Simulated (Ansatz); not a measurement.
Cost and result for the atomization energy of CF$_{6}$Si, SMILES `FC(F)(F)[Si](F)(F)F` (8 atoms, 7 bonds).

Total charge 0; spin multiplicity 1. The geometry is a stationary point of PBE0-D4/def2-TZVP. Program: Ansatz. All runs use 4 threads of an AMD EPYC 9R45 on a shared host. Times are those of one run each, without the atoms' runs, and a repeat can differ threefold. Electronic energies, without spin–orbit coupling; frozen cores. CCSD(T)/CBS adds CCSD(T) − MP2 in def2-TZVPP to the MP2 limit, and its time is that of the two runs behind it. T1 = 0.013. HSE06 is the plane-wave form, built on full-range PBE exchange.

CCSD(T)/CBS is a level of theory with its own doubt, some kJ/mol a heavy atom from the limit and from the frozen cores, so smaller differences don't rank the functionals.

```csv
level,functions,wall time
LDA (SPW92)/def2-TZVPP,259,0.5 s
BLYP-D4/def2-TZVPP,259,0.8 s
PBE0-D4/def2-TZVPP,259,1.2 s
HSE06-D4/def2-TZVPP,259,1.4 s
CAM-B3LYP-D4/def2-TZVPP,259,1.5 s
r2SCAN-D4/def2-TZVPP (with forces),259,1.7 s
r2SCANh-D4/def2-TZVPP,259,1.9 s
RPA@PBE/def2-TZVPP,259,2.1 s
B2PLYP/def2-TZVPP,259,2.1 s
CCSD(T)/def2-SVP,116,4.9 s
MP2/def2-QZVPP,469,8 s
CCSD(T)/def2-TZVPP,259,2.2 min
CCSD(T)/CBS(def2),–,2.4 min
```

(1) What atomization energy does each give, and how far from CCSD(T)/CBS? (Estimate.)

## Answers

(1) Ansatz gave: 
```
                             level  atomization (kJ/mol)  difference from CCSD(T)/CBS  per bond
            LDA (SPW92)/def2-TZVPP                4223.4                        693.4      99.1
                BLYP-D4/def2-TZVPP                3522.9                         -7.1      -1.0
                PBE0-D4/def2-TZVPP                3491.6                        -38.4      -5.5
               HSE06-D4/def2-TZVPP                3495.3                        -34.7      -5.0
           CAM-B3LYP-D4/def2-TZVPP                3535.1                          5.1       0.7
r2SCAN-D4/def2-TZVPP (with forces)                3541.0                         11.0       1.6
             r2SCANh-D4/def2-TZVPP                3487.1                        -42.9      -6.1
                RPA@PBE/def2-TZVPP                3124.3                       -405.7     -58.0
                 B2PLYP/def2-TZVPP                3471.5                        -58.5      -8.4
                  CCSD(T)/def2-SVP                3238.1                       -291.9     -41.7
                    MP2/def2-QZVPP                3691.4                        161.4      23.1
                CCSD(T)/def2-TZVPP                3414.2                       -115.8     -16.5
                 CCSD(T)/CBS(def2)                3530.0                          0.0       0.0
```

The D4 term adds +29.9 kJ/mol with B3LYP and +15.6 kJ/mol with PBE0; it sums over pairs of atoms, weighted by their polarisabilities, and B3LYP, whose exchange is more repulsive, gets the larger term. From BLYP to BHLYP (50 % exact exchange), in def2-TZVPP and without D4, the atomization energy moves by −217.3 kJ/mol: exact exchange takes away binding that semilocal exchange gives to molecules. Leaving LDA and LC-ωPBE aside and taking each functional with its dispersion term where it has one, the values, not all of them listed here, spread over 353.1 kJ/mol, from BHLYP-D4 to PBE-D4. LDA lies +602.7 kJ/mol from PBE without D4, its usual overbinding.

B3LYP here is the variant with VWN-RPA as its local correlation; programs differ in this.
